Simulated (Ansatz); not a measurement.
Consider the ligand exchange at the In–O bond: `[OH][InH2]` + HBr → `[Br][InH2]` + H₂O.

Program: Ansatz. Geometries: PBE0-D4/def2-TZVP. ΔE: electronic, gas phase. CCSD(T)/CBS adds triple-zeta CCSD(T) − MP2 to the extrapolated MP2 energy (def2 sets, frozen cores). This one scheme is used for every species. DFT in def2-TZVPP. def2 core potentials past Kr. For Br, In outer-core shells are correlated without core-valence functions, which leaves a few kJ/mol of doubt a bond. Scalar relativity is left out up to krypton.

`[OH][InH2]`:

```xyz
5

O    -0.222   -1.250    0.585
In    0.199    0.410   -0.432
H    -0.671   -1.084    1.417
H    -0.300    1.865    0.327
H     0.994    0.059   -1.898
```

HBr:

Z-matrix (Å, degrees):
```
Br
H 1 1.420
```

`[Br][InH2]`:

Z-matrix (Å, degrees):
```
In
Br 1 2.484
H 1 1.706 2 113.0
H 1 1.706 2 112.9 3 -180.0
```

H₂O:

Cartesian coordinates in Å:
```
O -0.037 -0.348 0.170
H 0.512 -0.122 -0.584
H -0.475 0.470 0.413
```

```tsv
level	ΔE (kJ/mol)
BHLYP-D4	-120.3
PBE-QIDH	-116.9
revPBE	-103.1
MP2/def2-SVP	-108.1
CCSD/def2-SVP	-108.8
CCSD(T)/def2-TZVPP	-106.1
MP2/CBS(def2)	-112.5
CCSD/CBS(def2)	-113.2
```

**Question.** What does CCSD(T)/CBS give? (Best estimate.)

**Answer.** The calculation gave: -109.9 kJ/mol. The listed levels differ from it by -10.4, -7.0, 6.8, 1.8, 1.1, 3.8, -2.6, -3.3 kJ/mol.

Largest T1 diagnostic among the species: 0.017.

From BLYP to BHLYP (50 % exact exchange), in def2-TZVPP and without D4, ΔE moves by −21.1 kJ/mol. At CCSD(T), def2-SVP lies +4.1 kJ/mol from the extrapolated value and def2-TZVPP +3.8 kJ/mol. In def2-TZVPP, CCSD(T) changes the Hartree–Fock value by +24.5 kJ/mol (the triples alone add +3.3 kJ/mol) and MP2 by +21.9 kJ/mol.
